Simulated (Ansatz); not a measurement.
Series Ta(NH)X3: binding per atom (eV) at several levels, gas phase, relaxed structures; Ansatz. Core potentials for Ta in the def2 sets, no spin–orbit coupling. Binding counts from free atoms in the multiplicity of their measured ground term, without zero-point energy. Names give formal oxidation states. A dash marks a value that wasn't run or was left out as unsound. The structures are stationary points that may keep the symmetry of their start.

```tsv
species	state	geometry	PBE-D4/def2-SVP	PBE-D4/def2-TZVP	PBE-D4/def2-TZVPD	r2SCAN-D4/def2-TZVP	PBE0-D4/def2-SVP
Ta(NH)Cl3 (TaNCl3H)	singlet	PBE0-D4/def2-SVP	4.30	4.29	4.29	4.17	4.10
Ta(NH)F3 (TaNF3H)	singlet	r2SCAN-D4/def2-SVP	5.15	5.09	–	4.91	4.83
Ta(NH)(OH)3 (TaNO3H4)	singlet	PBE0-D4/def2-SVP	4.60	4.59	4.60	4.46	4.38
Ta(NH)(OSiH3)3 (TaSi3NO3H10)	singlet	PBE-D4/def2-SVP	3.94	3.95	3.95	3.93	3.83
```

Problem. Estimate the column for PBE0-D4/def2-TZVP.

Solution. Ta(NH)Cl3 (TaNCl3H) 4.12; Ta(NH)F3 (TaNF3H) 4.81; Ta(NH)(OH)3 (TaNO3H4) 4.39; Ta(NH)(OSiH3)3 (TaSi3NO3H10) 3.86.
